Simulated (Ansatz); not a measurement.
Compare A (`NC#C[O][GeH3]`) with its isomer B (`N=[C]1[CH2][GeH]1[OH]`).

Program: Ansatz. Geometries: PBE0-D4/def2-TZVP. ΔE: electronic, gas phase. CCSD(T)/CBS adds triple-zeta CCSD(T) − MP2 to the extrapolated MP2 energy (def2 sets, frozen cores). Functionals use def2-TZVPP. B3LYP here is the variant with VWN-RPA as its local correlation; programs differ in this. For Ge outer-core shells are correlated without core-valence functions, which leaves a few kJ/mol of doubt a bond. Scalar relativity is left out up to krypton. Each species was taken in one conformer, which may not be the lowest.

(1) Which isomer does CCSD(T)/CBS put lower? Give the gap. (Best estimate.)

(2) Give E(B) − E(A) in kcal/mol with B3LYP-D4, CCSD/def2-TZVPP, B3LYP, PBE-D4, PBE0-D4, CCSD(T)/def2-TZVPP, ωB97M-V. (Best estimate.)

Largest T1 diagnostic: 0.013.

## Answers

(1) The calculation gave: B, by 19.5 kcal/mol.

(2) Ansatz gave: B3LYP-D4 -14.5, CCSD/def2-TZVPP -16.7, B3LYP -13.7, PBE-D4 -19.7, PBE0-D4 -17.9, CCSD(T)/def2-TZVPP -18.6, ωB97M-V -16.6. None reverses the order clearly.

The D4 term adds −0.9 kcal/mol with B3LYP and −0.4 kcal/mol with PBE0; it sums over pairs of atoms, weighted by their polarisabilities, and B3LYP, whose exchange is more repulsive, gets the larger term. In def2-TZVPP, CCSD(T) changes the Hartree–Fock value by −12.9 kcal/mol (the triples alone add −2.0 kcal/mol) and MP2 by −12.8 kcal/mol.
